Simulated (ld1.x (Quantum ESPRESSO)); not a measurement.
## An all-electron radial function and its pseudo partner (gold (Au))

Columns: radius, all-electron u(r) and pseudo u(r) of the 5d shell (level -10.96 eV) of gold in the configuration [Xe] 4f14 5d10 6s0.5 6p0; PBE, scalar-relativistic, ultrasoft scheme, ld1.x (Quantum ESPRESSO) 7.5.

| r (bohr) | all-electron | pseudo |
| --- | --- | --- |
| 0.152 | 0.1778 | 0.0034 |
| 0.305 | -0.3813 | 0.0259 |
| 0.458 | -0.2692 | 0.0814 |
| 0.610 | 0.1381 | 0.1730 |
| 0.762 | 0.4982 | 0.2941 |
| 0.915 | 0.7280 | 0.4298 |
| 1.068 | 0.8387 | 0.5584 |
| 1.220 | 0.8666 | 0.6594 |
| 1.372 | 0.8449 | 0.7204 |
| 1.525 | 0.7955 | 0.7369 |
| 1.678 | 0.7333 | 0.7139 |
| 1.830 | 0.6672 | 0.6639 |
| 1.982 | 0.6017 | 0.6019 |
| 2.135 | 0.5390 | 0.5390 |
| 2.288 | 0.4807 | 0.4807 |
| 2.440 | 0.4278 | 0.4278 |
| 2.592 | 0.3798 | 0.3798 |
| 2.745 | 0.3364 | 0.3364 |
| 2.898 | 0.2976 | 0.2976 |
| 3.050 | 0.2632 | 0.2632 |
| 3.202 | 0.2326 | 0.2326 |
| 3.355 | 0.2053 | 0.2053 |
| 3.508 | 0.1812 | 0.1812 |
| 3.660 | 0.1599 | 0.1599 |
| 3.812 | 0.1412 | 0.1412 |
| 3.965 | 0.1245 | 0.1245 |

Problem. How many radial nodes do the two functions have?

Solution. The all-electron 5d function has n − l − 1 = 2; the pseudo-wave has 0, since the states of the same l below it are removed with the core.

Problem. At about which radius was the pseudo-wave matched?

Solution. 2.20 bohr. The columns agree to 0.0005 from 1.98 bohr on; several derivatives are matched, so the curves merge somewhat inside the radius.

Problem. Is the pseudo-wave norm-conserving?

Solution. No, it belongs to an ultrasoft set: the norm inside the radius is not constrained, and the difference is carried by the augmentation charge.
